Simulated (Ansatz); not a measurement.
`N#C[SiH2]P` and `N#C[SiH2]C#N` differ in one atom or group.

Ansatz, PBE0-D4/def2-TZVP geometries, multiplicity 1. Each molecule was computed in one conformer, which needn't be the lowest.

```
                                                                                  property  `N#C[SiH2]P`
                                          size of the dipole moment (B3LYP/def2-TZVPP) / D          3.87
                                                     HOMO energy (ωB97M-V/def2-TZVPP) / eV        -10.38
                                                         LUMO energy (PBE/def2-TZVPP) / eV         -1.81
                                                        LUMO energy (PBE0/def2-TZVPP) / eV         -0.88
                                            size of the dipole moment (PBE/def2-TZVPP) / D          3.80
ideal-gas entropy at 298 K and 1 bar (rigid rotor, harmonic PBE0-D4/def2-TZVP) / J/(mol·K)           328
```

Give the same properties after the change, and the shifts. (Best estimate.)

The calculation gave: 
| property | `N#C[SiH2]C#N` | shift |
| --- | --- | --- |
| size of the dipole moment (B3LYP/def2-TZVPP) / D | 3.66 | -0.21 |
| HOMO energy (ωB97M-V/def2-TZVPP) / eV | -12.58 | -2.20 |
| LUMO energy (PBE/def2-TZVPP) / eV | -2.62 | -0.81 |
| LUMO energy (PBE0/def2-TZVPP) / eV | -1.65 | -0.77 |
| size of the dipole moment (PBE/def2-TZVPP) / D | 3.54 | -0.26 |
| ideal-gas entropy at 298 K and 1 bar (rigid rotor, harmonic PBE0-D4/def2-TZVP) / J/(mol·K) | 316 | -12 |

With PBE0 the HOMO falls by 2.04 eV and the LUMO falls by 0.77 eV, so the gap widens by about 1.27 eV. PBE moves the HOMO by -1.83 eV and ωB97M-V by -2.20 eV. The zero-point energy changes by -24.3 kJ/mol with -3 modes. Dipoles are sizes alone; their direction can turn.

B3LYP here is the variant with VWN-RPA as its local correlation; programs differ in this.
